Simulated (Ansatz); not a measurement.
`O[Si]1(F)C=N1` + H₂ → `F[SiH]1C=N1` + H₂O  (hydrogenolysis of the Si–O bond)

Program: Ansatz. Geometries: PBE0-D4/def2-TZVP. ΔE: electronic, gas phase. CCSD(T)/CBS adds triple-zeta CCSD(T) − MP2 to the extrapolated MP2 energy (def2 sets, frozen cores). This one scheme is used for every species. Each species was taken in one conformer, which may not be the lowest.

```csv
species,HF/def2-TZVPP energy (Eh)
`O[Si]1(F)C=N1`,-556.91100
H₂,-1.13290
`F[SiH]1C=N1`,-481.95177
H₂O,-76.06237
```

**Question.** Work out ΔE.

**Answer.** ΔE = (-481.95177) + (-76.06237) − (-556.91100) − (-1.13290) = 0.02976 Eh = +78.1 kJ/mol. CCSD(T)/CBS gives +76.7 kJ/mol.

Largest T1 diagnostic among the species: 0.014.

The D4 term adds +5.8 kJ/mol with B3LYP and +3.0 kJ/mol with PBE0; it sums over pairs of atoms, weighted by their polarisabilities, and B3LYP, whose exchange is more repulsive, gets the larger term. At CCSD(T), def2-SVP lies −14.6 kJ/mol from the extrapolated value and def2-TZVPP +1.0 kJ/mol.

B3LYP here is the variant with VWN-RPA as its local correlation; programs differ in this.
